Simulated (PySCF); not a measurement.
# Spin-rotation constants: `InChI=1S/C2H12OSi4/c4-2-1-6-7(2)3-5/h2,7H,1,6H2,4-5H3/t2-,7-/m1/s1`

Cartesian coordinates in Å; atom numbers follow the order of the lines, from 1:
```xyz
19

Si    2.7547   -0.8975   -0.0837
O     1.6704   -0.1143   -0.9938
Si    0.2440    0.6020   -1.3186
Si   -0.2958    2.4148    0.0151
C    -1.4530    1.0454    0.7254
C    -1.2730   -0.0826   -0.3324
Si   -1.1991   -1.8164    0.4243
H     2.5723   -0.5035    1.3138
H     2.5344   -2.3287   -0.2781
H     4.0458   -0.4508   -0.6019
H     0.1824    0.4181   -2.7723
H    -1.0553    3.5224   -0.5853
H     0.5657    3.0300    1.0374
H    -2.4998    1.3188    0.8524
H    -1.1065    0.7128    1.7053
H    -2.1310   -0.0580   -1.0119
H    -2.4206   -2.0648    1.2017
H    -0.0499   -1.9156    1.3306
H    -1.0954   -2.8229   -0.6355
```

Computed, not measured: GIAO PBE/pcSseg-1 magnetisability, rotational g tensor and spin-rotation constants, non-relativistic, gas phase in PySCF 2.14.0. Geometry: GFN2-xTB.

Task: Give the nuclear spin-rotation constants along the inertial axes (H = +C I·J) beside the isotropic shieldings.

Result: Rotational constants 1.2833, 1.0061, 0.6732 GHz. A star marks the isotopologue with that one atom substituted, in its own axes.
| atom | isotope | Caa (kHz) | Cbb (kHz) | Ccc (kHz) | mean (kHz) | σ (ppm) |
| --- | --- | --- | --- | --- | --- | --- |
| H8 | 1H | -0.083 | -0.091 | 0.026 | -0.049 | 26.1 |
| H9 | 1H | -0.080 | 0.023 | -0.053 | -0.037 | 26.2 |
| H10 | 1H | -0.038 | 0.001 | -0.060 | -0.032 | 26.2 |
| H11 | 1H | -0.113 | -0.079 | 0.044 | -0.049 | 25.2 |
| H12 | 1H | 0.003 | -0.064 | -0.047 | -0.036 | 26.8 |
| H13 | 1H | -0.104 | -0.065 | 0.012 | -0.052 | 26.6 |
| H14 | 1H | 0.036 | -0.096 | -0.082 | -0.047 | 29.8 |
| H15 | 1H | -0.131 | -0.099 | 0.002 | -0.076 | 30.3 |
| H16 | 1H | -0.078 | -0.096 | -0.025 | -0.067 | 29.8 |
| H17 | 1H | -0.040 | -0.030 | -0.054 | -0.042 | 27.5 |
| H18 | 1H | -0.053 | -0.083 | -0.013 | -0.050 | 27.5 |
| H19 | 1H | -0.080 | -0.068 | -0.008 | -0.052 | 27.5 |
| Si1 | 29Si* | -0.733 | -0.629 | -0.403 | -0.589 | 375.3 |
| O2 | 17O* | -0.188 | -0.007 | -0.053 | -0.083 | 302.6 |
| Si3 | 29Si* | -0.849 | -0.661 | -0.474 | -0.661 | 315.7 |
| Si4 | 29Si* | -0.774 | -0.546 | -0.423 | -0.581 | 382.4 |
| C5 | 13C* | 0.187 | 0.143 | 0.087 | 0.139 | 170.6 |
| C6 | 13C* | 0.192 | 0.157 | 0.120 | 0.156 | 156.4 |
| Si7 | 29Si* | -0.715 | -0.539 | -0.392 | -0.549 | 409.5 |

For the geometry as given, no vibrational averaging.

Task: How do the rotational constants and the g tensor change when H8, H9, H10, H11, H12, H13, H14, H15, H16, H17, H18, H19 are replaced by deuterium?

Result: Constants 1.1069, 0.8742, 0.5954 GHz; g -0.0256, -0.0184, -0.0143, against -0.0297, -0.0212, -0.0162 before.
